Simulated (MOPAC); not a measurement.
MOPAC input (PM6):

```
PM6 FORCE THERMO(298,298) PRECISE LET CHARGE=1 GEO-OK AUX(PRECISION=9) THREADS=1
CHS2

S     1.54491525 1   -0.29280997 1    0.10573462 1
C     0.11211743 1   -0.04457975 1    0.03934743 1
S    -1.45595119 1    0.33159563 1   -0.17519603 1
H    -1.99036313 1   -0.35960789 1    0.86416248 1
```

From the output:

```
     H    4   0.060763   0.505292   3.815648   3.920210

          HEAT OF FORMATION =     227.638776 KCALS/MOLE

          ZERO POINT ENERGY       8.784 KCAL/MOL

           NORMAL COORDINATE ANALYSIS (Total motion = 1 Angstrom)

   Root No.       1         2         3         4         5         6

                 1 A'      1 A"      2 A'      3 A'      4 A'      5 A'

                 342.8     369.4     591.1     874.5    1365.9    2600.5

           1   -0.0242   -0.0000   -0.2564   -0.0126   -0.1630   -0.0005
           2   -0.0772    0.0000    0.0090   -0.0068    0.0000   -0.0000
           3   -0.0000   -0.0955    0.0000   -0.0000    0.0000   -0.0000
           4   -0.0231    0.0000   -0.1194    0.0124    0.5801    0.0033
           5    0.3466   -0.0000   -0.1123    0.0921    0.0010   -0.0013
           6    0.0000    0.4779   -0.0000    0.0000   -0.0000   -0.0000
           7    0.0475   -0.0000    0.2922   -0.0179   -0.0481    0.0081
           8   -0.0466    0.0000    0.0320   -0.0347    0.0019   -0.0285
           9   -0.0000   -0.0724    0.0000   -0.0000    0.0000   -0.0000
          10   -0.4663   -0.0000    0.2833    0.8243   -0.1962   -0.2810
          11   -0.1943    0.0000    0.0356    0.2222   -0.0714    0.9246
          12   -0.0000   -0.3542    0.0000    0.0000   -0.0000    0.0000

           MASS-WEIGHTED COORDINATE ANALYSIS (NORMAL COORDINATES)

   Root No.       1         2         3         4         5         6

                 1 A'      1 A"      2 A'      3 A'      4 A'      5 A'

                 342.8     369.4     591.1     874.5    1365.9    2600.5

           1   -0.0956   -0.0000   -0.6315   -0.0757   -0.4124   -0.0026
           2   -0.3046    0.0000    0.0221   -0.0404    0.0000   -0.0003
           3   -0.0000   -0.2964    0.0000   -0.0000    0.0000   -0.0000
           4   -0.0557    0.0000   -0.1799    0.0454    0.8980    0.0115
           5    0.8373   -0.0000   -0.1693    0.3375    0.0015   -0.0046
           6    0.0000    0.9076   -0.0000    0.0000   -0.0000   -0.0000
           7    0.1876   -0.0000    0.7197   -0.1073   -0.1217    0.0463
           8   -0.1838    0.0000    0.0788   -0.2080    0.0048   -0.1641
           9   -0.0000   -0.2245    0.0000   -0.0000    0.0000   -0.0000
          10   -0.3263   -0.0000    0.1237    0.8753   -0.0880   -0.2865
          11   -0.1360    0.0000    0.0156    0.2360   -0.0320    0.9427
          12   -0.0000   -0.1948    0.0000    0.0000   -0.0000    0.0000

          DESCRIPTION OF VIBRATIONS

 VIBRATION          1    1A'         ATOM PAIR     ENERGY CONTRIBUTION    RADIAL
 FREQUENCY           342.78         C 2 -- S 3         +41.2% (115.2%)      1.6%
 TRANSITION DIPOLE   0.8928         S 1 -- C 2         +38.9% (112.0%)      0.1%
 TRAVEL (Ang.)       0.1746         S 3 -- H 4         +19.9% ( 80.1%)     12.5%
 REDUCED MASS        6.4566
 EFFECTIVE MASS     19.7888
 FORCE CONSTANT      0.4470

 VIBRATION          2    1A"         ATOM PAIR     ENERGY CONTRIBUTION    RADIAL
 FREQUENCY           369.36         S 1 -- C 2         +51.8% ( 91.1%)      0.0%
 TRANSITION DIPOLE   1.2323         C 2 -- S 3         +47.7% ( 87.4%)      0.0%
 TRAVEL (Ang.)       0.1467         S 3 -- H 4          +0.5% (  9.0%)      0.0%
 REDUCED MASS        8.4806
 EFFECTIVE MASS     13.5054
 FORCE CONSTANT      0.6817

 VIBRATION          3    2A'         ATOM PAIR     ENERGY CONTRIBUTION    RADIAL
 FREQUENCY           591.14         C 2 -- S 3         +54.6% ( 85.8%)     97.4%
 TRANSITION DIPOLE   1.7345         S 3 -- H 4         +25.7% ( 58.8%)      2.6%
 TRAVEL (Ang.)       0.0904         S 1 -- C 2         +19.8% ( 51.6%)     84.8%
 REDUCED MASS       13.9641
 EFFECTIVE MASS     31.2401
 FORCE CONSTANT      2.8751

 VIBRATION          4    3A'         ATOM PAIR     ENERGY CONTRIBUTION    RADIAL
 FREQUENCY           874.53         S 3 -- H 4         +87.8% ( 89.2%)      2.4%
 TRANSITION DIPOLE   0.5981         C 2 -- S 3          +7.5% ( 26.1%)     13.8%
 TRAVEL (Ang.)       0.2864         S 1 -- C 2          +4.6% ( 20.5%)      9.3%
 REDUCED MASS        0.9403
 EFFECTIVE MASS      3.0567
 FORCE CONSTANT      0.4237

 VIBRATION          5    4A'         ATOM PAIR     ENERGY CONTRIBUTION    RADIAL
 FREQUENCY          1365.91         S 1 -- C 2         +58.0% ( 97.9%)    100.0%
 TRANSITION DIPOLE   9.4998         C 2 -- S 3         +41.7% ( 82.9%)     98.8%
 TRAVEL (Ang.)       0.0751         S 3 -- H 4          +0.3% (  7.1%)     79.2%
 REDUCED MASS        8.7440
 EFFECTIVE MASS     14.8930
 FORCE CONSTANT      9.6118

 VIBRATION          6    5A'         ATOM PAIR     ENERGY CONTRIBUTION    RADIAL
 FREQUENCY          2600.47         S 3 -- H 4         +99.9% (100.0%)     99.9%
 TRANSITION DIPOLE   1.1659
 TRAVEL (Ang.)       0.1629
 REDUCED MASS        0.9769
 EFFECTIVE MASS      1.3021
 FORCE CONSTANT      3.8924

      SYMMETRY NUMBER FOR POINT-GROUP Cs  =  1

          SYSTEM IS A GROUND STATE

 CHS2

          MOLECULE IS NOT LINEAR

          THERE ARE  6 GENUINE VIBRATIONS IN THIS SYSTEM
          THIS THERMODYNAMICS CALCULATION IS LIMITED TO
          MOLECULES WHICH HAVE NO INTERNAL ROTATIONS

                    CALCULATED THERMODYNAMIC PROPERTIES
                                          *
   TEMP. (K)   PARTITION FUNCTION   H.O.F.    ENTHALPY  HEAT CAPACITY ENTROPY
                                   KCAL/MOL   CAL/MOLE    CAL/K/MOL  CAL/K/MOL

 298.00  VIB.     0.1603D+01                   590.8019     4.8292     2.9197
         ROT.     0.1578D+05                   888.2803     2.9808    22.1905
         INT.     0.2529D+05                  1479.0822     7.8100    25.1101
         TRA.     0.6550D+27                  1480.4672     4.9680    38.9421
         TOT.                      227.639    2959.5494    12.7780    64.0522

   *: NOTE: HEATS OF FORMATION ARE RELATIVE TO THE
            ELEMENTS IN THEIR STANDARD STATE AT 298K
              (=  Standard Enthalpy of Formation).

            Hvib:  Zero-point energy is not included.
                   frequencies of less than zero cm-1 are not included.
            Hrot = (3/2)RT
            Htra = (3/2)RT + pV = (5/2)RT

            Heat capacity is Cp, not Cv

          For more information, see: HTTP://OpenMOPAC.net/Manual/thermochemistry.html

           FORCE CONSTANT IN CARTESIAN COORDINATES (Millidynes/A)

    ATOM   CHEMICAL       X               Y               Z
   NUMBER   SYMBOL  FORCE CONSTANT  FORCE CONSTANT  FORCE CONSTANT

      1       S        8.728668        0.233107        0.226410
      2       C       10.746437        1.271127        0.794840
      3       S        4.459874        4.181988        0.130170
      4       H        0.696750        3.596564        0.003796

 **********************
 *                    *
 * JOB ENDED NORMALLY *
 *                    *
 **********************
```

The dipole moment of an ion depends on the origin.
